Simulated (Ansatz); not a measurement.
A short molecular-dynamics run on `CC(C)[AsH][SiH3]`.

```yaml
crystal:
  periodic: [false, false, false]
  atoms:
    - {symbol: C, position_ang: [0.596136, -1.231030, -0.261370]}
    - {symbol: C, position_ang: [0.803375, 0.246845, 0.007099]}
    - {symbol: C, position_ang: [1.808510, 0.856957, -0.957875]}
    - {symbol: As, position_ang: [-0.855251, 1.359462, -0.049578]}
    - {symbol: Si, position_ang: [-2.266161, 0.051183, 1.319239]}
    - {symbol: H, position_ang: [1.554308, -1.761890, -0.232098]}
    - {symbol: H, position_ang: [0.158911, -1.391326, -1.250930]}
    - {symbol: H, position_ang: [-0.063312, -1.699820, 0.471380]}
    - {symbol: H, position_ang: [1.167674, 0.383331, 1.031319]}
    - {symbol: H, position_ang: [1.986115, 1.914178, -0.749724]}
    - {symbol: H, position_ang: [2.767736, 0.333140, -0.892411]}
    - {symbol: H, position_ang: [1.459727, 0.773713, -1.991615]}
    - {symbol: H, position_ang: [-1.405860, 0.757954, -1.339450]}
    - {symbol: H, position_ang: [-2.504147, -1.336347, 0.838251]}
    - {symbol: H, position_ang: [-1.652182, -0.020420, 2.673709]}
    - {symbol: H, position_ang: [-3.578481, 0.741670, 1.428456]}
basis:
  gaussian: {orbitals: def2-SVP}
hamiltonian: {xc: {name: revPBE}}
md: {timestep: 1 fs, n_steps: 30, ensemble: nvt_nose_hoover, temperature: 700, initial_velocities: maxwell_boltzmann, seed: 15}
```

```sh
$ ansatz run in.yaml --threads 4 --pin off --events-out ev --progress --plain --max-ram 11315MiB
```

```tsv
step	time (fs)	potential energy (eV)	kinetic (eV)	T (K)	conserved (eV)
0	0.0	-71989.5990	1.2667	700	-71988.3322
1	1.0	-71989.4478	1.1261	622	-71988.3217
2	2.0	-71989.2021	0.8996	497	-71988.3026
3	3.0	-71989.1199	0.8100	448	-71988.3100
4	4.0	-71989.1159	0.7959	440	-71988.3202
5	5.0	-71989.0331	0.7180	397	-71988.3155
6	6.0	-71988.9128	0.6046	334	-71988.3087
7	7.0	-71988.8491	0.5438	300	-71988.3062
8	8.0	-71988.8830	0.5767	319	-71988.3074
9	9.0	-71988.9969	0.6865	379	-71988.3119
10	10.0	-71989.1207	0.8036	444	-71988.3192
11	11.0	-71989.1489	0.8273	457	-71988.3243
12	12.0	-71989.0246	0.7107	393	-71988.3173
13	13.0	-71988.8754	0.5786	320	-71988.3009
14	14.0	-71988.9246	0.6215	343	-71988.3078
15	15.0	-71989.0782	0.7583	419	-71988.3254
16	16.0	-71989.0818	0.7644	422	-71988.3239
17	17.0	-71988.9236	0.6171	341	-71988.3139
18	18.0	-71988.7412	0.4432	245	-71988.3061
19	19.0	-71988.6539	0.3595	199	-71988.3031
20	20.0	-71988.7090	0.4128	228	-71988.3057
21	21.0	-71988.8662	0.5633	311	-71988.3133
22	22.0	-71989.0111	0.7010	387	-71988.3217
23	23.0	-71989.0261	0.7164	396	-71988.3228
24	24.0	-71988.9221	0.6271	347	-71988.3096
25	25.0	-71988.8914	0.6005	332	-71988.3069
26	26.0	-71988.9683	0.6641	367	-71988.3216
27	27.0	-71988.9586	0.6576	363	-71988.3201
28	28.0	-71988.8567	0.5678	314	-71988.3096
29	29.0	-71988.8001	0.5169	286	-71988.3053
30	30.0	-71988.8546	0.5705	315	-71988.3078
```

Velocities are drawn at the set temperature; a run this short doesn't reach equilibrium.

Frames (Å, forces in eV/Å):

```xyz
16
time=0.0 fs
C     0.596   -1.231   -0.261    0.033    0.037    0.059
C     0.803    0.247    0.007   -0.048   -0.081   -0.171
C     1.809    0.857   -0.958   -0.024    0.016    0.067
As   -0.855    1.359   -0.050   -0.154    0.724    0.109
Si   -2.266    0.051    1.319   -0.037   -0.015   -0.015
H     1.554   -1.762   -0.232    0.470   -0.314    0.014
H     0.159   -1.391   -1.251   -0.211   -0.135   -0.508
H    -0.063   -1.700    0.471   -0.307   -0.290    0.361
H     1.168    0.383    1.031    0.182    0.084    0.539
H     1.986    1.914   -0.750    0.132    0.557    0.082
H     2.768    0.333   -0.892    0.510   -0.239    0.013
H     1.460    0.774   -1.992   -0.133   -0.025   -0.546
H    -1.406    0.758   -1.339   -0.126   -0.129   -0.276
H    -2.504   -1.336    0.838   -0.097   -0.332   -0.089
H    -1.652   -0.020    2.674    0.126   -0.016    0.322
H    -3.578    0.742    1.428   -0.317    0.159    0.037
16
time=3.0 fs
C     0.580   -1.207   -0.237    0.784   -1.968   -1.254
C     0.829    0.211    0.024   -0.679    1.778   -3.040
C     1.845    0.872   -0.984   -0.685    0.793    0.857
As   -0.858    1.362   -0.051    0.370    0.701    0.812
Si   -2.265    0.041    1.312   -0.920    0.764    1.182
H     1.506   -1.859   -0.204   -0.225    0.510   -0.310
H     0.079   -1.331   -1.212    0.170   -0.281   -0.395
H    -0.064   -1.715    0.451   -0.942   -0.289    1.128
H     1.097    0.340    1.004    1.325    0.647    3.241
H     2.008    1.994   -0.783    0.074   -1.279    0.113
H     2.789    0.290   -0.927    0.120    0.284   -0.323
H     1.394    0.865   -1.998    0.294   -0.360   -0.140
H    -1.454    0.726   -1.250   -0.355   -0.451   -1.084
H    -2.537   -1.360    0.884   -0.055   -0.253   -0.142
H    -1.582   -0.029    2.716   -0.477    0.053   -0.646
H    -3.683    0.796    1.417    1.199   -0.648    0.000
16
time=6.0 fs
C     0.567   -1.198   -0.221   -1.209   -4.083   -0.701
C     0.852    0.188    0.025    0.726    3.844    2.083
C     1.876    0.891   -1.004   -1.197   -0.680    0.471
As   -0.861    1.366   -0.051    0.173    0.015    0.069
Si   -2.267    0.033    1.308   -0.960    0.420    1.274
H     1.445   -1.918   -0.200   -0.134    0.663   -0.365
H     0.013   -1.295   -1.204    0.595   -0.311    0.296
H    -0.130   -1.745    0.510    0.491    0.970   -0.384
H     1.123    0.341    1.185    0.050   -0.035   -2.129
H     2.038    1.982   -0.806    0.249   -0.536    0.419
H     2.820    0.270   -0.988   -0.381    0.668   -0.394
H     1.354    0.926   -2.016    0.719   -0.531    0.511
H    -1.526    0.661   -1.242    0.110    0.004   -0.377
H    -2.575   -1.403    0.917    0.077    0.227   -0.081
H    -1.549   -0.034    2.708   -0.615    0.061   -0.723
H    -3.693    0.800    1.405    1.307   -0.694    0.030
16
time=9.0 fs
C     0.546   -1.215   -0.210   -1.570   -2.036   -0.199
C     0.879    0.191    0.038    0.595    3.044    1.850
C     1.899    0.905   -1.021   -1.682   -2.150    0.872
As   -0.864    1.370   -0.051   -0.144   -0.627   -0.679
Si   -2.272    0.027    1.308   -0.189   -0.350    0.437
H     1.379   -1.926   -0.227    0.772   -0.148   -0.200
H    -0.007   -1.285   -1.177    0.262   -0.319   -0.022
H    -0.164   -1.702    0.546    0.575    0.753   -0.479
H     1.160    0.344    1.218   -0.083   -0.085   -2.516
H     2.091    1.932   -0.791    0.425    1.134    0.672
H     2.826    0.301   -1.080    0.099    0.159   -0.165
H     1.369    0.944   -1.998    0.260   -0.352   -0.100
H    -1.590    0.597   -1.267    0.643    0.526    0.401
H    -2.606   -1.429    0.944    0.185    0.445   -0.092
H    -1.566   -0.033    2.644   -0.230    0.017    0.096
H    -3.598    0.748    1.397    0.083   -0.013    0.123
16
time=12.0 fs
C     0.516   -1.247   -0.201    1.052    0.791   -0.726
C     0.909    0.216    0.061   -0.862    0.573   -3.382
C     1.910    0.905   -1.030   -0.971   -0.316    1.991
As   -0.866    1.373   -0.052   -0.111   -0.719   -0.693
Si   -2.277    0.019    1.309    1.212   -1.014   -0.577
H     1.369   -1.941   -0.270    0.423   -0.145    0.131
H    -0.006   -1.302   -1.155   -0.328   -0.227   -0.627
H    -0.158   -1.602    0.553   -0.658   -0.523    0.901
H     1.196    0.343    1.065    0.941    0.459    1.955
H     2.173    1.953   -0.727   -0.146   -0.413   -0.091
H     2.839    0.346   -1.186    0.412   -0.363    0.204
H     1.405    0.934   -1.990   -0.390    0.111   -0.735
H    -1.601    0.575   -1.263    0.766    0.598    0.482
H    -2.621   -1.419    0.962    0.174    0.162   -0.204
H    -1.601   -0.031    2.590    0.343   -0.045    1.135
H    -3.504    0.700    1.399   -1.858    1.073    0.236
16
time=15.0 fs
C     0.493   -1.275   -0.197    1.651    1.311   -0.495
C     0.934    0.245    0.063   -1.049   -0.713   -3.250
C     1.914    0.903   -1.027   -0.026    0.130    0.628
As   -0.869    1.376   -0.054    0.384   -0.266    0.093
Si   -2.279    0.009    1.308    0.478    0.144    0.087
H     1.391   -1.965   -0.301   -0.605    0.352    0.491
H    -0.027   -1.338   -1.176   -0.149   -0.044    0.143
H    -0.193   -1.537    0.619    0.039   -0.621    0.079
H     1.309    0.377    1.051    0.523    0.216    1.474
H     2.245    1.947   -0.669   -0.579   -0.992   -0.616
H     2.878    0.366   -1.274   -0.478   -0.159    0.694
H     1.416    0.932   -2.031   -0.022    0.400    0.393
H    -1.549    0.601   -1.221    0.410    0.157   -0.181
H    -2.623   -1.397    0.962    0.042   -0.311   -0.313
H    -1.612   -0.033    2.623    0.143   -0.052    0.660
H    -3.545    0.730    1.420   -0.762    0.447    0.112
16
time=18.0 fs
C     0.480   -1.293   -0.196    0.419    1.800    0.469
C     0.952    0.270    0.042    0.140   -1.043    0.895
C     1.917    0.900   -1.019   -0.171   -0.976   -0.916
As   -0.871    1.378   -0.055    1.022    0.413    1.186
Si   -2.280   -0.001    1.309   -0.637    1.209    1.280
H     1.371   -1.964   -0.293   -0.280    0.015    0.479
H    -0.061   -1.378   -1.187    0.111    0.108    0.735
H    -0.224   -1.524    0.691    1.047   -0.314   -1.235
H     1.459    0.429    1.155   -1.395   -0.472   -2.350
H     2.273    1.871   -0.657   -0.184    0.615   -0.153
H     2.882    0.369   -1.304   -0.641   -0.285    0.794
H     1.423    0.962   -2.044    0.153    0.392    0.838
H    -1.463    0.639   -1.198   -0.164   -0.500   -1.151
H    -2.621   -1.398    0.936   -0.024   -0.319   -0.255
H    -1.613   -0.039    2.709   -0.359   -0.048   -0.514
H    -3.650    0.797    1.451    0.964   -0.596   -0.101
16
time=21.0 fs
C     0.471   -1.298   -0.192    0.864    2.567    0.350
C     0.970    0.287    0.026   -0.603   -1.585    0.908
C     1.920    0.891   -1.017   -0.504   -0.585   -0.345
As   -0.872    1.380   -0.056    0.953    0.188    0.824
Si   -2.282   -0.008    1.312   -0.958    0.960    1.350
H     1.331   -1.965   -0.245    0.564   -0.486    0.172
H    -0.089   -1.409   -1.143   -0.072    0.131    0.084
H    -0.178   -1.540    0.673    0.152   -0.310   -0.164
H     1.500    0.444    1.084   -1.358   -0.482   -1.605
H     2.284    1.841   -0.658    0.132    1.109    0.183
H     2.839    0.344   -1.270    0.263   -0.752    0.350
H     1.438    1.026   -1.996   -0.283    0.241   -0.295
H    -1.386    0.641   -1.263   -0.085   -0.260   -0.678
H    -2.619   -1.423    0.889    0.056    0.167   -0.034
H    -1.642   -0.050    2.756   -0.425   -0.060   -0.908
H    -3.681    0.818    1.473    1.303   -0.841   -0.193
16
time=24.0 fs
C     0.469   -1.286   -0.187    2.576    1.992   -0.240
C     0.982    0.292    0.013   -3.706   -2.383   -3.550
C     1.919    0.879   -1.017    0.316    1.266    0.181
As   -0.872    1.383   -0.055    0.670   -0.466   -0.342
Si   -2.287   -0.012    1.320   -0.500    0.146    0.339
H     1.329   -1.997   -0.183    0.074    0.170   -0.231
H    -0.122   -1.430   -1.092   -0.138    0.070   -0.532
H    -0.122   -1.584    0.646   -0.915   -0.271    1.268
H     1.444    0.423    0.909    1.174    0.235    3.764
H     2.302    1.889   -0.650   -0.230   -0.750   -0.206
H     2.810    0.261   -1.205    0.207   -0.316   -0.046
H     1.433    1.109   -1.968   -0.179   -0.136   -0.660
H    -1.316    0.622   -1.382    0.162    0.399    0.576
H    -2.613   -1.435    0.839    0.114    0.469    0.141
H    -1.704   -0.066    2.731   -0.028   -0.096   -0.311
H    -3.608    0.772    1.480    0.404   -0.330   -0.151
16
time=27.0 fs
C     0.484   -1.259   -0.181    0.901   -0.016    0.804
C     0.970    0.282   -0.018   -2.250   -1.493    0.702
C     1.920    0.875   -1.017    0.586    0.834   -0.870
As   -0.872    1.385   -0.055    0.662   -0.660   -0.795
Si   -2.294   -0.015    1.329    1.013   -0.810   -1.172
H     1.335   -2.017   -0.139   -0.244    0.702   -0.515
H    -0.162   -1.444   -1.076    0.473    0.152    0.105
H    -0.125   -1.642    0.701    0.308    0.775   -0.484
H     1.448    0.411    0.975   -0.379   -0.128    0.257
H     2.304    1.884   -0.655   -0.054   -0.885   -0.023
H     2.795    0.155   -1.143   -0.537    0.742   -0.325
H     1.417    1.178   -1.987    0.510   -0.770    0.262
H    -1.234    0.635   -1.458    0.034    0.583    1.045
H    -2.598   -1.411    0.800    0.049    0.247    0.120
H    -1.767   -0.090    2.683    0.567   -0.161    0.856
H    -3.509    0.702    1.474   -1.640    0.888    0.033
16
time=30.0 fs
C     0.505   -1.232   -0.171   -0.642   -0.775    0.632
C     0.942    0.260   -0.047   -0.716   -0.055    3.622
C     1.924    0.876   -1.023   -0.467   -1.042   -0.786
As   -0.870    1.386   -0.056    0.841   -0.378   -0.297
Si   -2.298   -0.021    1.334    0.840   -0.092   -0.993
H     1.326   -1.983   -0.138    0.412    0.260   -0.489
H    -0.165   -1.446   -1.056    0.620    0.177    0.269
H    -0.110   -1.640    0.726    0.589    1.030   -0.861
H     1.436    0.393    1.090   -1.244   -0.256   -2.461
H     2.305    1.817   -0.658    0.592    0.703    0.628
H     2.742    0.106   -1.109   -0.071    0.691   -0.567
H     1.439    1.186   -1.992    0.407   -0.762    0.096
H    -1.150    0.695   -1.449   -0.320    0.258    0.547
H    -2.579   -1.367    0.770   -0.091   -0.323   -0.056
H    -1.787   -0.128    2.700    0.525   -0.126    0.699
H    -3.533    0.698    1.470   -1.275    0.689    0.016
```

It took 36 s on 4 threads of an Intel Xeon 6975P-C on a shared host, with 0.69 GiB of host memory at the peak.
